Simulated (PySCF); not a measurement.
**A search over the determinants of ZnCl⁺**

Unrestricted PBE0; basis Zn cc-pVDZ-PP with ECP10, Cl cc-pV(D+d)Z; scalar-relativistic core potentials; PySCF 2.14. Outer shells of the fragments: Zn+ 3d10 4s1; Cl 3s2 3p5.

Followed along the bond (rough minima from three points):

```csv
2Ms+1,unpaired,⟨S²⟩ at the start,R at minimum (Å),Te (eV)
1,none,0.00,2.04,0.00
3,"σ ↑, π ↑",2.00,none in the scan,≤ 1.92
```

Solutions found at the starting distance of 2.260 Å, counted from the lowest of them; the search is not exhaustive and high or unbound solutions are not listed, so other states can lie among these:

```json
{"2Ms+1": "1", "unpaired": "none", "term": "¹Σ⁺", "E (eV)": "0.00", "⟨S²⟩": "0.00", "⟨Lz²⟩": "0.00", "μ (D)": "-5.85"}
{"2Ms+1": "3", "unpaired": "σ ↑, π ↑", "term": "³Π", "E (eV)": "1.74", "⟨S²⟩": "2.00", "⟨Lz²⟩": "1.01", "μ (D)": "0.21"}
{"2Ms+1": "1", "unpaired": "σ ↓, π ↑", "term": "mixed", "E (eV)": "1.82", "⟨S²⟩": "1.00", "⟨Lz²⟩": "1.01", "μ (D)": "0.22"}
{"2Ms+1": "3", "unpaired": "σ ↑↑", "term": "³Σ⁺", "E (eV)": "3.13", "⟨S²⟩": "2.00", "⟨Lz²⟩": "0.00", "μ (D)": "-0.76"}
{"2Ms+1": "3", "unpaired": "π ↑↑", "term": "mixed", "E (eV)": "6.24", "⟨S²⟩": "2.01", "⟨Lz²⟩": "2.01", "μ (D)": "-0.28"}
{"2Ms+1": "1", "unpaired": "π ↑↓", "term": "mixed", "E (eV)": "6.38", "⟨S²⟩": "1.01", "⟨Lz²⟩": "2.01", "μ (D)": "-0.23"}
{"2Ms+1": "3", "unpaired": "π ↑↑", "term": "mixed", "E (eV)": "6.38", "⟨S²⟩": "2.01", "⟨Lz²⟩": "2.01", "μ (D)": "-0.27"}
{"2Ms+1": "3", "unpaired": "σ ↑, π ↑", "term": "³Π", "E (eV)": "7.85", "⟨S²⟩": "2.01", "⟨Lz²⟩": "1.00", "μ (D)": "-1.22"}
{"2Ms+1": "1", "unpaired": "π ↑↓", "term": "mixed", "E (eV)": "8.30", "⟨S²⟩": "1.01", "⟨Lz²⟩": "2.02", "μ (D)": "5.76"}
{"2Ms+1": "1", "unpaired": "σ ↑, δ ↓", "term": "mixed", "E (eV)": "9.52", "⟨S²⟩": "1.01", "⟨Lz²⟩": "4.00", "μ (D)": "-3.63"}
```

A term symbol is given only where ⟨S²⟩ and ⟨Lz²⟩ are close to those of a pure state; real π, δ and φ orbitals otherwise mix terms. A positive dipole points towards Cl; it is taken about the centre of mass and depends on that origin.

Counting both spins, an empty level lies below a filled one in some of these solutions, because spin and occupation are held.
